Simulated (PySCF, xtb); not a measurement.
CH₆ClFOSi₂, SMILES O[C@H]([SiH3])[Si@@H](F)Cl.

GFN2-xTB run with xtb at its own geometry gives an orbital gap of 4.92 eV and a dipole moment of 2.75 D.

Geometry: B3LYP-D3(BJ)/def2-SVP. The structure was generated by enumeration; whether it is a known compound was not checked. The values are those of a single conformer.

**Question.** What does M06-2X/def2-TZVP run with PySCF give? (Estimate from the structure and the level; the computed values follow.)

**Answer.** gap 9.69 eV (levels -9.10 and 0.59 eV), dipole 2.09 D.
